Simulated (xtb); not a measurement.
B(F)(GeH3)(OMe) (CH6BFGeO), SMILES CO[B](F)[GeH3]. All values are semi-empirical tight-binding results from xtb (GFN2-xTB unless named), good for trends rather than for accurate numbers. The structure is a stationary point at GFN2-xTB. This is a generated structure with no PubChem entry under its InChIKey; it may be hypothetical. Other conformers were not sampled.

Optimised geometry:

```xyz
11

B     -0.4783    -0.7206     0.2476
F     -0.9158    -1.1891     1.4191
Ge     0.5875     1.0114     0.3525
H      1.2097     1.5412    -0.9061
H     -0.2017     2.1767     0.8513
H      1.7386     0.9496     1.3000
O     -0.8194    -1.4707    -0.7851
C     -0.5089    -1.2346    -2.1324
H      0.0534    -2.0893    -2.5132
H     -1.4416    -1.1433    -2.6923
H      0.0827    -0.3221    -2.2564
```
Charge 0, spin multiplicity 1.

A frequency run showed that this geometry is not a minimum.

For metal compounds this method's bond lengths and energies can be far off.

| Property | Value |
|---|---|
| orbital gap | 4.88 eV |

Problem. Give the atomic charges and the Wiberg bond orders between heavy atoms. (Estimate from the structure and the level; the computed values follow.)

Solution. charges (e) B1 0.45, F2 -0.28, Ge3 0.01, H4 -0.04, H5 -0.03, H6 -0.02, O7 -0.30, C8 0.03, H9 0.07, H10 0.07, H11 0.05. Bond orders B1–F2 1.04, B1–Ge3 0.79, B1–O7 1.31, O7–C8 0.98.
